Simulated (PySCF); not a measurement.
## B⁺ (boron, charge +1): UHF calculation

Configuration: [He] 2p2, high-spin 3P determinant (an excited configuration). Computed with PySCF 2.14 in x2c-TZVPPall (5s3p2d1f, 31 functions), with scalar relativity by spin-free X2C-1e.

- Total energy: -23.841043 hartree
- One-electron energy: -29.9459 hartree
- Hartree (Coulomb) energy: 9.6040 hartree
- Exchange energy: -3.4992 hartree
- ⟨S²⟩: 2.0001
- ⟨L²⟩: 2.000
- Sum of ⟨r⟩: 4.299 bohr
- Sum of ⟨r²⟩: 8.455 bohr²
- Traceless quadrupole moment −½Σ⟨3z² − r²⟩ along its main axis: 1.63 e·bohr²
- Langevin diamagnetic susceptibility: -6.70 ×10⁻⁶ cm³/mol

```json
{"shell": "1s α", "electrons": "1", "mean orbital energy (eV)": "-222.79", "rms radius, mean of both spins (bohr)": "0.380"}
{"shell": "1s β", "electrons": "1", "mean orbital energy (eV)": "-221.85", "rms radius, mean of both spins (bohr)": "0.380"}
{"shell": "2p α", "electrons": "2", "mean orbital energy (eV)": "-18.993", "rms radius, mean of both spins (bohr)": "2.02"}
```

Spin-orbit constants ζ (cm⁻¹) from the X2C one-electron operator on these orbitals: bare nucleus, nucleus screened by l(l+1)(2l+1)/3 electrons, and screened by the Breit-Pauli mean field of the electrons.

```tsv
shell	bare	screened nucleus	mean field
2p	32.68	19.61	15.11
```

To first order the Landé constant is A = 7.556 cm⁻¹, so the lowest level has J = 0 and lies 0.00187 eV below the centre of the term. This holds in LS coupling only.
